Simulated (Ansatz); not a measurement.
Geometry optimisation, RKS PBE-D4/def2-mTZVP in Ansatz.

Input file:

```yaml
crystal:
  periodic: [false, false, false]
  atoms:
    - { symbol: Hf, position_ang: [0.0, 0.0, 0.0] }
    - { symbol: "N", position_ang: [0.0, 0.0, 2.21] }
    - { symbol: H, position_ang: [-0.877, -0.2713, 2.74] }
    - { symbol: H, position_ang: [0.877, 0.2713, 2.74] }
    - { symbol: O, position_ang: [1.952, 0.0, -0.6893] }
    - { symbol: H, position_ang: [2.2684, -0.9521, -0.806] }
    - { symbol: F, position_ang: [-0.9326, 1.6157, -0.6593] }
    - { symbol: F, position_ang: [-0.9326, -1.6157, -0.6593] }
basis:
  gaussian: { orbitals: def2-mTZVP }
hamiltonian:
  xc: pbe
  dispersion: d4
relax:
  f_tol: 0.02
  max_steps: 40
```

Run as:

```bash
$ ansatz run input.yaml --threads 2 --pin off --max-ram 3072MiB --backend cpu --events-out ev --progress --plain --runs-dir out
```

Task: Where does it end, and by what steps?

Result: It converged. The force dipped under the threshold on the way, but the program's further checks kept it going. After 10 steps the energy has fallen by 0.673 eV; H6 moved furthest, 0.46 Å.

```json
{"step": "0", "energy less start (eV)": "0.0000", "largest force component (eV/Å)": "2.068", "accepted": "yes"}
{"step": "1", "energy less start (eV)": "-0.4087", "largest force component (eV/Å)": "2.873", "accepted": "yes"}
{"step": "2", "energy less start (eV)": "-0.6197", "largest force component (eV/Å)": "0.858", "accepted": "yes"}
{"step": "3", "energy less start (eV)": "-0.6495", "largest force component (eV/Å)": "0.363", "accepted": "yes"}
{"step": "4", "energy less start (eV)": "-0.6615", "largest force component (eV/Å)": "0.130", "accepted": "yes"}
{"step": "5", "energy less start (eV)": "-0.6685", "largest force component (eV/Å)": "0.170", "accepted": "yes"}
{"step": "6", "energy less start (eV)": "-0.6710", "largest force component (eV/Å)": "0.196", "accepted": "yes"}
{"step": "7", "energy less start (eV)": "-0.6724", "largest force component (eV/Å)": "0.033", "accepted": "yes"}
{"step": "8", "energy less start (eV)": "-0.6727", "largest force component (eV/Å)": "0.014", "accepted": "yes"}
{"step": "9", "energy less start (eV)": "-0.6709", "largest force component (eV/Å)": "0.246", "accepted": "no"}
{"step": "10", "energy less start (eV)": "-0.6728", "largest force component (eV/Å)": "0.008", "accepted": "yes"}
```

```xyz
8
Properties=species:S:1:pos:R:3
Hf -0.003 -0.086 0.064
N -0.018 -0.009 2.099
H -0.849 0.070 2.689
H 0.808 -0.021 2.698
O 1.871 -0.161 -0.448
H 2.478 -0.624 -1.045
F -0.888 1.485 -0.648
F -1.043 -1.606 -0.533
```

Whether the end is a true minimum wasn't checked by a vibrational analysis.

Run time: 17 s on 2 threads of Intel(R) Xeon(R) 6975P-C (Granite Rapids) (shared host), peak memory 0.18 GiB.
